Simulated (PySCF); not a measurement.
# Spinor energies of K(14+) (potassium, charge +14)

Start: [He] 2s2 2p1; 2p1/2 filled at m_j = +1/2. Calculated with PySCF 2.14 in an even-tempered Gaussian basis (17 s from 2.6 bohr⁻², ratio 2.4; 11 p from 3.4 bohr⁻², ratio 2.4; 5 d from 12 bohr⁻², ratio 2.6; 4 f from 19 bohr⁻², ratio 2.6): generalised Hartree-Fock with the X2C-1e Hamiltonian and a Gaussian nucleus; one run each with spin-orbit coupling (SO) switched off, then screened by Boettger's factors.

```
spinor shell  electrons  ε, spin-free (eV)  ε, screened SO (eV)  weight of nominal j (screened SO)  rms radius, screened SO (bohr)
       1s1/2          2            -4316.9              -4316.6                              1.000                          0.0928
       2s1/2          2            -894.61              -894.49                              1.000                           0.376
       2p1/2          1            -860.68              -863.19                              1.000                           0.328
```

| quantity | spin-free | screened SO |
| --- | --- | --- |
| E (hartree) | -455.83824 | -455.93098 |
| M_J | 1/2 | 1/2 |
| ⟨J²⟩ | 1.114 | 0.751 |
| ⟨L²⟩ | 2.001 | 2.001 |
| ⟨S²⟩ | 0.750 | 0.750 |

Each row is a mean over spinors that exchange with the open shell spreads, by up to 4.274 eV (2s1/2).

Without spin-orbit coupling the j labels of p, d and f shells carry no meaning; the spin-free column gives the mean over the occupied spinors of each nl shell, and its ⟨J²⟩ belongs to a mixture of degenerate components.
